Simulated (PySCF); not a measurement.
PbFBr, SMILES [F][Pb][Br] (connectivity only; charge and spin as stated), neutral, multiplicity 1.

The structure is a stationary point at PBE0-D3(BJ)/def2-TZVP. The def2 effective core potentials stand for the cores of Pb; spin–orbit coupling is left out.

Computed with PBE0-D3(BJ)/def2-TZVP run with PySCF.

Frequencies are harmonic and unscaled.

| mode | ν (cm⁻¹) | IR (km/mol) | moving atoms (share of kinetic energy) |
|---|---|---|---|
| 1 | 116 | 4.5 | F 77 %, Br 16 % |
| 2 | 215 | 38.1 | Br 69 %, Pb 30 % |
| 3 | 533 | 105.2 | F 91 %, Pb 9 % |
